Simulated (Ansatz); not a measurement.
`[F][Ti]([F])([Cl])[Br]` + H–F → `[F][Ti]([F])([F])[Cl]` + HBr at 298.15 K and 1 bar (ligand exchange at a Ti–Br bond).

Program: Ansatz. Geometries: PBE0-D4/def2-TZVP. ΔE: electronic, gas phase. CCSD(T)/CBS adds triple-zeta CCSD(T) − MP2 to the extrapolated MP2 energy (def2 sets, frozen cores). This one scheme is used for every species. For Br, Ti outer-core shells are correlated without core-valence functions, which leaves a few kJ/mol of doubt a bond. Scalar relativity is left out up to krypton.

```
                 species  CCSD(T)/CBS energy (Eh)  H − E (kJ/mol)  S (J/(mol·K))
`[F][Ti]([F])([Cl])[Br]`              -4081.86855            39.4          362.2
                     H–F               -100.39570            33.5          173.6
 `[F][Ti]([F])([F])[Cl]`              -1608.34854            41.6          329.6
                     HBr              -2573.91920            24.6          198.6
```

H − E and S are ideal-gas, rigid-rotor, harmonic terms from PBE0-D4/def2-TZVP. 1 Eh = 2625.50 kJ/mol, R = 8.31446 J/(mol·K).

By hand: ΔE, ΔH, ΔS and ΔG.

ΔE = (-1608.34854) + (-2573.91920) − (-4081.86855) − (-100.39570) = -0.00349 Eh = -9.2 kJ/mol. Δ(H − E) = 41.6 + 24.6 − 39.4 − 33.5 = -6.7, so ΔH = -15.9 kJ/mol. ΔS = 329.6 + 198.6 − 362.2 − 173.6 = -7.6 J/(mol·K). ΔG = -15.9 − 298.15 × (-7.6)/1000 = -13.6 kJ/mol.

By hand: the equilibrium constant, and the temperature at which ΔG would vanish if ΔH and ΔS stayed fixed.

log₁₀ K = −ΔG/(RT ln 10) = 2.4. ΔG = 0 at ΔH/ΔS = 2092 K, though so small a ΔS makes that figure unsure.

The number of gas molecules stays the same, so ΔS is small and ΔH decides. A doubt of 5 kJ/mol in ΔE shifts log₁₀ K by 0.9 here. These are equilibria of isolated gas molecules and say nothing of rates. Largest T1 diagnostic: 0.024 (customary marks: 0.02 for closed shells, 0.045 for open ones).
